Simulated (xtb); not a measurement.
A run for xtb: GFN1-xTB on PH+, 2S+1 = 2, a spin state set in the input, which need not be the lowest, a point of a bond scan (R = 1.520 Å). Charge +1.

```
$ xtb mol.xyz --gfn 1 --sp --chrg 1 --uhf 1
2

H      0.00000000     0.00000000     0.00000000
P      0.00000000     0.00000000     1.52010200
```

Program output:

```
[...]
           -------------------------------------------------
          |                Calculation Setup                |
           -------------------------------------------------



           -------------------------------------------------
          |                 G F N 1 - x T B                 |
           -------------------------------------------------

        Reference                      10.1021/acs.jctc.7b00118
      * Hamiltonian:
        H0-scaling (s, p, d)           1.850000    2.250000    2.000000
        zeta-weighting                 0.000000
      * Dispersion:
        s8                             2.400000
        a1                             0.630000
        a2                             5.000000
        s9                             0.000000
      * Repulsion:
        kExp                           1.500000
        rExp                           1.000000
      * Coulomb:
        alpha                          2.000000
        third order                    atomic
        anisotropic                    false
      * Halogen bond correction:
        rad-scale                      1.300000
        damping                        0.440000


          ...................................................
          :                      SETUP                      :
          :.................................................:
          :  # basis functions                  12          :
          :  # atomic orbitals                  11          :
          :  # shells                            5          :
          :  # electrons                         5          :
          :  # halogen bonds                     0          :
          :  max. iterations                   250          :
          :  Hamiltonian                  GFN1-xTB          :
          :  restarted?                      false          :
          :  GBSA solvation                  false          :
          :  PC potential                    false          :
          :  electronic temp.          300.0000000     K    :
          :  accuracy                    1.0000000          :
          :  -> integral cutoff          0.2500000E+02      :
          :  -> integral neglect         0.1000000E-07      :
          :  -> SCF convergence          0.1000000E-05 Eh   :
          :  -> wf. convergence          0.2000000E-04 e    :
          :  Broyden damping             0.4000000          :
          :  net charge                          1          :
          :  unpaired electrons                  1          :
          ...................................................

 iter      E             dE          RMSdq      gap      omega  full diag
   1     -2.4156271 -0.241563E+01  0.374E+00    0.00       0.0  T
   2     -2.4254330 -0.980591E-02  0.123E+00    0.00       1.0  T
   3     -2.4254445 -0.114940E-04  0.611E-01    0.00       1.0  T
   4     -2.4254462 -0.174583E-05  0.262E-03    0.00      27.0  T
   5     -2.4254462 -0.273292E-08  0.176E-03    0.00      40.1  T
   6     -2.4254462 -0.859419E-10  0.183E-05    0.00    3864.8  T
   7     -2.4254462 -0.714540E-12  0.191E-09    0.00  100000.0  T

   *** convergence criteria satisfied after 7 iterations ***

         #    Occupation            Energy/Eh            Energy/eV
      -------------------------------------------------------------
         1        2.0000           -1.2779724             -34.7754
         2        2.0000           -0.9313427             -25.3431
         3        0.5000           -0.8689013             -23.6440 (HOMO)
         4        0.5000           -0.8689013             -23.6440 (LUMO)
         5                         -0.6879836             -18.7210
         6                         -0.6047996             -16.4574
         7                         -0.6047996             -16.4574
         8                         -0.6047996             -16.4574
       ...                                ...                  ...
        11                          0.0679535               1.8491
      -------------------------------------------------------------
                  HL-Gap            0.0000000 Eh            0.0000 eV
             Fermi-level           -0.8846695 Eh          -24.0731 eV

 SCC (total)                   0 d,  0 h,  0 min,  0.002 sec
 SCC setup                      ...        0 min,  0.000 sec (  7.917%)
 Dispersion                     ...        0 min,  0.000 sec (  2.132%)
 classical contributions        ...        0 min,  0.000 sec (  1.491%)
 integral evaluation            ...        0 min,  0.000 sec ( 21.517%)
 iterations                     ...        0 min,  0.001 sec ( 48.772%)
 molecular gradient             ...        0 min,  0.000 sec ( 10.755%)
 printout                       ...        0 min,  0.000 sec (  6.913%)

         :::::::::::::::::::::::::::::::::::::::::::::::::::::
         ::                     SUMMARY                     ::
         :::::::::::::::::::::::::::::::::::::::::::::::::::::
         :: total energy              -2.422237988164 Eh    ::
         :: gradient norm              0.026326148593 Eh/a0 ::
         :: HOMO-LUMO gap              0.000000000000 eV    ::
         ::.................................................::
         :: SCC energy                -2.425446205302 Eh    ::
         :: -> electrostatic           0.224234944744 Eh    ::
         :: repulsion energy           0.003355497945 Eh    ::
         :: dispersion energy         -0.000147280807 Eh    ::
         :: halogen bond corr.         0.000000000000 Eh    ::
         :: add. restraining           0.000000000000 Eh    ::
         :: total charge               1.000000000000 e     ::
         :::::::::::::::::::::::::::::::::::::::::::::::::::::

           -------------------------------------------------
          |                Property Printout                |
           -------------------------------------------------

    * Orbital Energies and Occupations

         #    Occupation            Energy/Eh            Energy/eV
      -------------------------------------------------------------
         1        2.0000           -1.2779724             -34.7754
         2        2.0000           -0.9313427             -25.3431
         3        0.5000           -0.8689013             -23.6440 (HOMO)
         4        0.5000           -0.8689013             -23.6440 (LUMO)
         5                         -0.6879836             -18.7210
         6                         -0.6047996             -16.4574
         7                         -0.6047996             -16.4574
         8                         -0.6047996             -16.4574
         9                         -0.6047996             -16.4574
        10                         -0.4288127             -11.6686
        11                          0.0679535               1.8491
      -------------------------------------------------------------
                  HL-Gap            0.0000000 Eh            0.0000 eV
             Fermi-level           -0.8846695 Eh          -24.0731 eV

  Mulliken/CM5 charges         n(s)   n(p)   n(d)
     1H     0.40471  0.46655   0.595  0.000  0.000
     2P     0.59529  0.53345   1.987  2.398  0.020

Wiberg/Mayer (AO) data.
largest (>0.10) Wiberg bond orders for each atom

 ---------------------------------------------------------------------------
     #   Z sym  total        # sym  WBO       # sym  WBO       # sym  WBO
 ---------------------------------------------------------------------------
     1   1 H    0.834 --     2 P    0.834
     2  15 P    0.834 --     1 H    0.834
 ---------------------------------------------------------------------------

Topologies differ in total number of bonds
Writing topology from bond orders to xtbtopo.mol

 dipole moment from electron density (au)
Note: The following floating-point exceptions are signalling: IEEE_DENORMAL
normal termination of xtb
     X       Y       Z
  -0.0000  -0.0000   1.8286  total (Debye):    4.648


           -------------------------------------------------
          | TOTAL ENERGY               -2.422237988164 Eh   |
          | GRADIENT NORM               0.026326148593 Eh/α |
          | HOMO-LUMO GAP               0.000000000000 eV   |
           -------------------------------------------------

------------------------------------------------------------------------
------------------------------------------------------------------------
 total:
 SCF:
```

The run finished.

Cost: roughly 0.04 core-seconds.
